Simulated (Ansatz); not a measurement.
Stepwise reaction of `[OH][GeH]([OH])[SiH3]` with hydrogen, as a gas-phase model of exchange steps in deposition or etching. ΔE in kJ/mol; ΔG adds harmonic PBE0-D4 terms to CCSD(T)/CBS, at 1 bar.

Computed with Ansatz on PBE0-D4/def2-TZVP structures; ΔE is electronic, products minus reactants. CCSD(T)/CBS adds triple-zeta CCSD(T) − MP2 to the extrapolated MP2 energy (def2 sets, frozen cores). This one scheme is used for every species. Functionals use def2-TZVPP. B3LYP here is the variant with VWN-RPA as its local correlation; programs differ in this. For Ge outer-core shells are correlated without core-valence functions, which leaves a few kJ/mol of doubt a bond. Scalar relativity is left out up to krypton. Each species was taken in one conformer, which may not be the lowest.

```csv
step,reaction,PBE-D4,B3LYP-D4,ωB97M-V,CCSD(T)/CBS,ΔG(500 K)
2,`[OH][GeH2][SiH3]` + H₂ → `[SiH3][GeH3]` + H₂O,-6.4,-4.1,-6.9,-9.2,-5.2
```

(1) Give the row of step 1, `[OH][GeH]([OH])[SiH3]` + H₂ → `[OH][GeH2][SiH3]` + H₂O. (Estimate.)

(2) By hand: ΔE of the 2 steps together at CCSD(T)/CBS.

Answers

(1) The calculation gave: 
```json
{"step": "1", "reaction": "`[OH][GeH]([OH])[SiH3]` + H₂ → `[OH][GeH2][SiH3]` + H₂O", "PBE-D4": "19.7", "B3LYP-D4": "20.7", "ωB97M-V": "19.4", "CCSD(T)/CBS": "17.8", "ΔG(500 K)": "18.6"}
```

(2) (17.8) + (-9.2) = 8.6 kJ/mol, or 4.3 kJ/mol a step.

In ΔE each step is lower than the one before. ΔG lies between -5.2 and 18.6 kJ/mol a step. PBE-D4 differs from CCSD(T)/CBS by 1.9 to 2.8 kJ/mol a step. Isolated molecules leave out the surface, adducts and barriers. Largest T1 diagnostic: 0.013.
